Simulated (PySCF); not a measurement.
chlorobenzene (C6H5Cl), singlet, at a GFN2-xTB geometry, with bond 8-3 at 2.2 times its length; HF/STO-3G (PySCF).

The PySCF input:
```python
from pyscf import gto, scf

mol = gto.M(
    atom='''
Cl    2.230833    0.178301    0.001666
C     0.505653    0.040415    0.000378
C    -0.270115    1.188040    0.019311
C    -1.649225    1.070452    0.018162
C    -2.244936   -0.179428   -0.001677
C    -1.458233   -1.318817   -0.020483
C    -0.077952   -1.215859   -0.019571
H     0.766983    3.322456    0.053178
H    -2.258747    1.961460    0.032865
H    -3.320984   -0.265432   -0.002481
H    -1.918469   -2.295326   -0.035985
H     0.541595   -2.098853   -0.034150
''',
    basis='sto-3g',
    charge=0,
    spin=0,
    verbose=4,
)

mf = scf.RHF(mol)
mf.kernel()
mo_i, mo_e, stable_i, stable_e = mf.stability(internal=True, external=True, return_status=True, nroots=6, tol=1e-6)
print('internally stable:', stable_i, ' externally stable:', stable_e)
if not stable_e:
    umf = mf.to_uhf() if not hasattr(mf, 'xc') else mf.to_uks()
    umf.scf_summary = {}
    umf.kernel(umf.make_rdm1(mo_e, umf.mo_occ))
```

Problem. What does PySCF print? Leave out banner, timings and long lists.

Solution. 
```
PySCF version 2.14.0

[INPUT] verbose = 4
[INPUT] num. atoms = 12
[INPUT] num. electrons = 58
[INPUT] charge = 0
[INPUT] spin (= nelec alpha-beta = 2S) = 0
[INPUT] symmetry False subgroup None
[INPUT] Mole.unit = angstrom
[INPUT] Symbol           X                Y                Z      unit          X                Y                Z       unit  Magmom
[INPUT]  1 Cl     2.230833000000   0.178301000000   0.001666000000 AA    4.215663399642   0.336940057736   0.003148283724 Bohr   0.0
[INPUT]  2 C      0.505653000000   0.040415000000   0.000378000000 AA    0.955545684065   0.076373281324   0.000714316475 Bohr   0.0
[INPUT]  3 C     -0.270115000000   1.188040000000   0.019311000000 AA   -0.510443372137   2.245070225028   0.036492501191 Bohr   0.0
[INPUT]  4 C     -1.649225000000   1.070452000000   0.018162000000 AA   -3.116583567786   2.022861109493   0.034321205874 Bohr   0.0
[INPUT]  5 C     -2.244936000000  -0.179428000000  -0.001677000000 AA   -4.242314207177  -0.339069779078  -0.003169070711 Bohr   0.0
[INPUT]  6 C     -1.458233000000  -1.318817000000  -0.020483000000 AA   -2.755660995803  -2.492202938421  -0.038707260209 Bohr   0.0
[INPUT]  7 C     -0.077952000000  -1.215859000000  -0.019571000000 AA   -0.147307930862  -2.297640516088  -0.036983829984 Bohr   0.0
[INPUT]  8 H      0.766983000000   3.322456000000   0.053178000000 AA    1.449387812197   6.278531900918   0.100491855852 Bohr   0.0
[INPUT]  9 H     -2.258747000000   1.961460000000   0.032865000000 AA   -4.268413214683   3.706622204289   0.062105849084 Bohr   0.0
[INPUT] 10 H     -3.320984000000  -0.265432000000  -0.002481000000 AA   -6.275750224063  -0.501593784696  -0.004688410515 Bohr   0.0
[INPUT] 11 H     -1.918469000000  -2.295326000000  -0.035985000000 AA   -3.625380988468  -4.337537506593  -0.068001794592 Bohr   0.0
[INPUT] 12 H      0.541595000000  -2.098853000000  -0.034150000000 AA    1.023466220434  -3.966257345722  -0.064534147154 Bohr   0.0

nuclear repulsion = 313.4449376167
number of shells = 28
number of NR pGTOs = 132
number of NR cGTOs = 44
basis = sto-3g
ecp = {}

******** <class 'pyscf.scf.hf.RHF'> ********
method = RHF
initial guess = minao
damping factor = 0
level_shift factor = 0
DIIS = <class 'pyscf.scf.diis.CDIIS'>
diis_start_cycle = 1
diis_space = 8
diis_damp = 0
SCF conv_tol = 1e-09
SCF conv_tol_grad = None
SCF max_cycles = 50
direct_scf = True
direct_scf_tol = 1e-13
Set gradient conv threshold to 3.16228e-05
Initial guess from minao.
init E= -683.354724049245
cycle= 1 E= -681.487482730314  delta_E= 1.87  |g|= 0.401  |ddm|= 4.84
cycle= 2 E= -681.553049530944  delta_E= -0.0656  |g|= 0.204  |ddm|= 0.951
cycle= 3 E= -681.567473892118  delta_E= -0.0144  |g|= 0.101  |ddm|= 0.455
cycle= 4 E= -681.571426681558  delta_E= -0.00395  |g|= 0.0262  |ddm|= 0.172
cycle= 5 E= -681.571705108724  delta_E= -0.000278  |g|= 0.00496  |ddm|= 0.0469
cycle= 6 E= -681.571716204507  delta_E= -1.11e-05  |g|= 0.00136  |ddm|= 0.00866
cycle= 7 E= -681.571717849773  delta_E= -1.65e-06  |g|= 0.000402  |ddm|= 0.00416
cycle= 8 E= -681.571717967738  delta_E= -1.18e-07  |g|= 0.000166  |ddm|= 0.00101
cycle= 9 E= -681.571717988758  delta_E= -2.1e-08  |g|= 5.85e-05  |ddm|= 0.000426
cycle= 10 E= -681.571717993189  delta_E= -4.43e-09  |g|= 2.08e-05  |ddm|= 0.000217
cycle= 11 E= -681.571717993713  delta_E= -5.24e-10  |g|= 7.44e-06  |ddm|= 8.41e-05
Extra cycle  E= -681.571717993743  delta_E= -2.93e-11  |g|= 4.48e-06  |ddm|= 1.6e-05
converged SCF energy = -681.571717993743
rhf_internal: lowest eigs of H = [0.58907937 0.7701815  0.89688597 0.98934187 1.10370372 1.13725672]
<class 'pyscf.scf.hf.RHF'> wavefunction is stable in the internal stability analysis
rhf_real2complex: lowest eigs of H = [0.10953989 0.11884624 0.1896046  0.26393694 0.26683885 0.2689235 ]
<class 'pyscf.scf.hf.RHF'> wavefunction is stable in the real -> complex stability analysis
rhf_external: lowest eigs of H = [-0.3545051  -0.06772989  0.07992192  0.17290918  0.17681294  0.18376173]
<class 'pyscf.scf.hf.RHF'> wavefunction has an RHF/RKS -> UHF/UKS instability
internally stable: True  externally stable: False

******** <class 'pyscf.scf.uhf.UHF'> ********
method = UHF
initial guess = minao
damping factor = 0
level_shift factor = 0
DIIS = <class 'pyscf.scf.diis.CDIIS'>
diis_start_cycle = 1
diis_space = 8
diis_damp = 0
SCF conv_tol = 1e-09
SCF conv_tol_grad = None
SCF max_cycles = 50
direct_scf = True
direct_scf_tol = 1e-13
number electrons alpha = 29  beta = 29
Set gradient conv threshold to 3.16228e-05
init E= -681.481672446788
cycle= 1 E= -681.66038431241  delta_E= -0.179  |g|= 0.175  |ddm|= 0.812
cycle= 2 E= -681.701672802976  delta_E= -0.0413  |g|= 0.0709  |ddm|= 0.384
cycle= 3 E= -681.708353894158  delta_E= -0.00668  |g|= 0.0328  |ddm|= 0.132
cycle= 4 E= -681.710924843222  delta_E= -0.00257  |g|= 0.0211  |ddm|= 0.0944
cycle= 5 E= -681.711947419806  delta_E= -0.00102  |g|= 0.022  |ddm|= 0.0385
cycle= 6 E= -681.709756809298  delta_E= 0.00219  |g|= 0.0192  |ddm|= 0.0865
cycle= 7 E= -681.705292136013  delta_E= 0.00446  |g|= 0.00809  |ddm|= 0.313
cycle= 8 E= -681.70525046791  delta_E= 4.17e-05  |g|= 0.00391  |ddm|= 0.0535
cycle= 9 E= -681.705203170557  delta_E= 4.73e-05  |g|= 0.00174  |ddm|= 0.036
cycle= 10 E= -681.705189399155  delta_E= 1.38e-05  |g|= 0.000621  |ddm|= 0.0263
cycle= 11 E= -681.705189979903  delta_E= -5.81e-07  |g|= 0.000295  |ddm|= 0.0039
cycle= 12 E= -681.705190179702  delta_E= -2e-07  |g|= 0.000147  |ddm|= 0.000911
cycle= 13 E= -681.705190240215  delta_E= -6.05e-08  |g|= 6.19e-05  |ddm|= 0.00064
cycle= 14 E= -681.705190251056  delta_E= -1.08e-08  |g|= 2.45e-05  |ddm|= 0.000277
cycle= 15 E= -681.705190252459  delta_E= -1.4e-09  |g|= 9.51e-06  |ddm|= 9.27e-05
cycle= 16 E= -681.705190252742  delta_E= -2.84e-10  |g|= 3.63e-06  |ddm|= 5.48e-05
Extra cycle  E= -681.705190252768  delta_E= -2.64e-11  |g|= 2.73e-06  |ddm|= 7.74e-06
converged SCF energy = -681.705190252768  <S^2> = 1.0142669  2S+1 = 2.2487925
```
